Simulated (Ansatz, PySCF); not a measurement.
Gas-phase reaction in SMILES: CC(=O)[O][GeH3] + 5 [H][H] (H2) -> 2 C (CH4) + [GeH4] (GeH4) + 2 O (H2O)
Geometries: B3LYP-D3(BJ)/def2-TZVP minima from Ansatz (an electronic-structure program), one conformer each, not searched for the lowest.

Wanted: energy of full hydrogenation (0 K, with B3LYP-D3(BJ) harmonic zero-point energies from PySCF), in kJ/mol. Valence correlation only, unless marked. No spin-orbit coupling. Frozen are the shells of the preceding noble gas and the d and f shells that filled before the atom's block. No relativistic terms. Basis-set limits of correlation are two-point, X^-3; Hartree-Fock from the larger set.

```tsv
level	program	energy of full hydrogenation (kJ/mol)
PBE/def2-TZVPD	Ansatz	(withheld)
B97M-V/def2-TZVPD	Ansatz	(withheld)
PBE0/STO-3G	Ansatz	-22.9
r2SCANh-D4/def2-TZVPD	Ansatz + dftd4	-146.8
CAM-B3LYP/def2-TZVPD	Ansatz	-167.8
LC-wPBE/def2-TZVPD	Ansatz	-179.8
SCS-MP2/6-31G	Ansatz	-71.7
SCS-MP2/cc-pVQZ	Ansatz	-146.5
CCSD(T)/CBS(cc-pVTZ,cc-pVQZ)	Ansatz	-155.4
```

**Question.** Some entries are withheld; supply them.

**Answer.** 
- PBE/def2-TZVPD, energy of full hydrogenation (kJ/mol): -152.8
- B97M-V/def2-TZVPD, energy of full hydrogenation (kJ/mol): -163.3
